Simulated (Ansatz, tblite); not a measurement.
Forces on [MnNCl4]2- (MnNCl₄²⁻) at its r2SCAN-D4/def2-SVPD geometry. Charge -2, multiplicity 1.

The xTB rows come from tblite. LC-ωPBE has ω = 0.4 bohr⁻¹. A multiply charged anion in the gas phase is held together partly by the finite basis. Removing one electron lowers the energy by 0.54 eV at PBE0-D4/def2-TZVPD, so it isn't bound. At PBE-D4/def2-TZVPD the highest occupied level of the charge -2 singlet lies above zero (up to 3.52 eV). By energy differences it is unbound by 0.92 eV (vertical, against the charge -1 doublet, at PBE-D4/def2-TZVPD) and held by the finite basis. The restricted singlet is unstable towards broken spin symmetry at other levels; at LC-ωPBE/def2-TZVPD this wasn't settled. The order of the spin states hangs on the level: the triplet lies 0.68 eV below the singlet at PBE0-D4/def2-TZVPD, but 0.97 eV above it at GFN2-xTB.

GFN2-xTB (tblite), largest force 4.35 eV/Å:

```xyz
6
positions Å, forces eV/Å
Mn   -0.069   -0.082   -0.028    2.700    3.226    1.110
N    -0.990   -1.183   -0.407   -2.268   -2.710   -0.933
Cl    1.903   -1.218    0.583   -0.540    0.276   -0.169
Cl   -0.478    0.192    2.276    0.088   -0.096   -0.616
Cl   -1.374    1.850   -0.365    0.325   -0.534    0.081
Cl    1.008    0.440   -2.058   -0.304   -0.162    0.528
```

PBE-D4/def2-TZVPD (Ansatz), largest force 1.09 eV/Å:

```
Mn 0.674 0.806 0.277
N -0.674 -0.805 -0.277
Cl -0.055 0.051 -0.016
Cl 0.025 0.004 -0.073
Cl 0.055 -0.052 0.016
Cl -0.025 -0.004 0.073
```

LC-ωPBE/def2-TZVPD (Ansatz), largest force 2.50 eV/Å:

```
Mn -1.289 -1.540 -0.530
N 1.551 1.854 0.638
Cl -0.294 0.136 -0.093
Cl 0.038 -0.061 -0.329
Cl 0.163 -0.293 0.039
Cl -0.169 -0.096 0.276
```
